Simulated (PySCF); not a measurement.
The numbers below are computed, except where a source is named.
**CH6ClSi2**

CH6ClSi2 is a small molecule (built as: Si site whose three back bonds go to CH2SiH3, Cl, H), neutral, doublet. The structure, one conformer, was relaxed in the gas phase by PBE0-D3(BJ)/def2-SVP. No frequency run checks that it is a minimum.

SMILES: [SiH3]C[SiH]Cl

```
atom   x (Å)   y (Å)   z (Å)
 Si1   1.707  -1.042  -0.095
  C2   0.535   0.222   0.643
 Si3  -1.011   0.567  -0.391
 Cl4   0.716  -2.856  -0.314
  H5   2.170  -0.615  -1.455
  H6   1.095   1.166   0.769
  H7   0.227  -0.112   1.648
  H8  -1.837   1.630   0.260
  H9  -1.830  -0.672  -0.526
 H10  -0.606   1.038  -1.750
```

EPR values by unrestricted B3LYP, IGLO-III on C Cl Si, pcH-1 on H.

Question: Predict g and the largest hyperfine couplings. Where does the spin sit?

Answer: g = 2.0021, 2.0051, 2.0080. The spin sits on Si1 (80 %, bonded to 1 C + 1 Cl + 1 H) by Mulliken populations.
| atom | isotope | isotropic (MHz) | dipolar, principal values (MHz) |
| --- | --- | --- | --- |
| Si1 | 29Si | -665.0 | -148.9, 73.7, 75.2 |
| H5 | 1H | 115.7 | -7.3, -0.3, 7.6 |
| Cl4 | 35Cl | 18.3 | -18.8, -17.6, 36.4 |
| Si3 | 29Si | -42.5 | -8.8, 3.9, 4.9 |
| C2 | 13C | 28.6 | -6.5, -6.1, 12.6 |
| H8 | 1H | 22.8 | -1.2, -0.4, 1.6 |

Question: How do the isotropic couplings move with BHandHLYP?

Answer: Si1 -665.0 to -704.8 MHz, H5 115.7 to 117.9 MHz, Cl4 18.3 to 21.8 MHz, Si3 -42.5 to -39.8 MHz.
